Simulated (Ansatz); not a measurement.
Ansatz (an electronic-structure program) input (CCSD(T)/def2-QZVPPD):
A basis named .json is the Basis Set Exchange file of that set.

Ansatz 0.2 input:
```yaml
crystal:
  periodic: [false, false, false]
  atoms:
    - {symbol: Mn, position_ang: [-0.28852277, -0.33413064, -0.25922933]}
    - {symbol: O, position_ang: [0.71922246, 0.91278582, 0.65440685]}
    - {symbol: H, position_ang: [1.45928965, 1.05097957, 1.24547836]}
basis:
  gaussian:
    orbitals: def2-QZVPPD.json
total_charge: 1
magnetization: {spin_polarized: true, initial_magnetization: 5}
correlation: {method: ccsd_t, electrons: outside_noble_gas}
```

End of the output:

```
cycle   1  -10.52804578 eV  change    -1.0e0 eV  update   3.2e-2
cycle   2  -10.57787620 eV  change   -5.0e-2 eV  update   1.3e-2
cycle   3  -10.58765735 eV  change   -9.8e-3 eV  update   9.5e-3
cycle   4  -10.59647251 eV  change   -8.8e-3 eV  update   4.9e-3
cycle   5  -10.60183403 eV  change   -5.4e-3 eV  update   2.6e-3
cycle   6  -10.60419130 eV  change   -2.4e-3 eV  update   1.3e-3
cycle   7  -10.60414684 eV  change    4.4e-5 eV  update   5.9e-4
cycle   8  -10.60428140 eV  change   -1.3e-4 eV  update   3.0e-4
cycle   9  -10.60432261 eV  change   -4.1e-5 eV  update   1.3e-4
cycle  10  -10.60427820 eV  change    4.4e-5 eV  update   6.3e-5
cycle  11  -10.60426408 eV  change    1.4e-5 eV  update   3.4e-5
cycle  12  -10.60428742 eV  change   -2.3e-5 eV  update   1.7e-5
cycle  13  -10.60428297 eV  change    4.4e-6 eV  update   8.9e-6
perturbative correction -0.41576674 eV, -0.0152791459 hartree
Total energy: -33348.24631997 eV, -1225.5254480058 hartree
```

This state (charge 1, sextet) is run at the relaxed geometry of the species with charge 0 and multiplicity 7.
